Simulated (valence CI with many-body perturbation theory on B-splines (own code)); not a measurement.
# Sensitivity of CI+MBPT for Sm LVII

Computed by configuration interaction combined with many-body perturbation theory (CI+MBPT): four valence electrons over a frozen Dirac-Fock core [He], radial functions for each j: 6 s, 6 p, 5 d, 3 f, 1 g, with the one-electron correlation potential Σ1, the two-electron term Σ2, the three-electron term Σ3, Breit, model QED; selected CI, second order for the rest, scaled by the run's own slope (own B-spline code, finite nucleus).

The last digits are not significant, and no measured levels were compared; by estimate large intervals hold to a few tenths of a per cent, small ones and those within an open d or f shell to about a per cent.

The reference run has the lowest level (2s^2 2p1/2^2) J=0 and an ionisation energy of 12265.3 eV. Its largest variational space holds 9802 state functions.

Levels are named by their leading jj configuration (3d3/2^4 stands for four electrons in 3d with j = 3/2), which in mixed levels can hold well under half, so a name can repeat and another be missing. Letters in brackets count levels of one name in rising energy.

Changed runs:
A. scale of Σ1 1 → 0; scale of Σ2 1 → 0; three-electron term on → off
B. hole-hole ladder in Σ2 on → off
C. Breit term on → off
D. correlating orbitals by l 3 3 3 2 1 → 2 2 1 1 0; natural orbitals for correlation on → off (bad on purpose)

Excitation energies of the reference run in cm⁻¹, and shifts in cm⁻¹:

| Level | Reference | A | B | C | D |
| --- | --- | --- | --- | --- | --- |
| (2s^2 2p1/2 2p3/2) J=1 | 5044380 | -821 | -57 | +83430 | -1732 |
| (2s^2 2p1/2 2p3/2) J=2 | 5182980 | -854 | -57 | +121508 | -256 |
| (2s 2p1/2^2 2p3/2) J=2 | 6887350 | +2925 | -161 | +29810 | -853 |
| (2s 2p1/2^2 2p3/2) J=1 | 7459680 | +4772 | -161 | +15836 | +3889 |
| (2s^2 2p3/2^2) J=2 | 10357300 | -1877 | -72 | +182544 | -1757 |
| (2s^2 2p3/2^2) J=0 | 10752400 | -2078 | +35 | +141653 | -683 |
| (2s 2p1/2 2p3/2^2) J=2 [a] | 11754600 | +1467 | -224 | +100669 | -4073 |
| (2s 2p1/2 2p3/2^2) J=3 | 12074600 | +1948 | -225 | +157759 | -672 |
| (2s 2p1/2 2p3/2^2) J=0 | 12447500 | +1653 | -112 | +71514 | +1008 |
| (2s 2p1/2 2p3/2^2) J=1 [a] | 12593500 | +4250 | -215 | +95497 | +2002 |
| (2s 2p1/2 2p3/2^2) J=2 [b] | 12675500 | +3969 | -224 | +132696 | +3829 |
| (2s 2p1/2 2p3/2^2) J=1 [b] | 12702400 | +2985 | -121 | +91542 | +2897 |
| Ionisation energy (eV) | 12265.3 | -0.31 | -0.0073 | +21.4 | -1.0 |
